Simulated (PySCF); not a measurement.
GeH₄, SMILES [GeH4], point group Td.

Force field and properties: PBE0/pcSseg-2 (PySCF, grid level 2). Vibrational terms come from second-order perturbation theory with semi-diagonal cubic constants, by steps of ±0.6 along the normal coordinates of each isotopologue. The parent has the commonest isotopes.

Equilibrium geometry (Å):

```tsv
atom	x	y	z
Ge1	0.0069	0.0023	-0.0137
H2	-0.9211	-1.0731	-0.5876
H3	-0.5528	1.3894	-0.3447
H4	1.4020	-0.1456	-0.6293
H5	0.0995	-0.1616	1.5067
```

An isotope shift is δ(isotopologue) − δ(parent), that is, the negative of the change in the averaged GIAO shielding; n counts bonds from the nearest label (0: the labelled atom itself). These are computed values; those of heavy atoms are rounded to 5 ppb, about the numerical noise.

Task: What isotope shifts arise with ²H at 2?

Result: 
| nucleus | n | 0 K (ppb) | 100 K (ppb) |
| --- | --- | --- | --- |
| H2 | 0 | -73 | -71 |
| H3 | 2 | -10 | -10 |
| H4 | 2 | -10 | -10 |
| H5 | 2 | -10 | -10 |

Task: What isotope shifts arise with ²H at 2, ²H at 3, ²H at 4?

Result: 
| nucleus | n | 0 K (ppb) | 100 K (ppb) |
| --- | --- | --- | --- |
| H2 | 0 | -95 | -94 |
| H3 | 0 | -95 | -94 |
| H4 | 0 | -95 | -94 |
| H5 | 2 | -27 | -28 |

Spin–orbit effects of the heavy atoms on shieldings are missing.
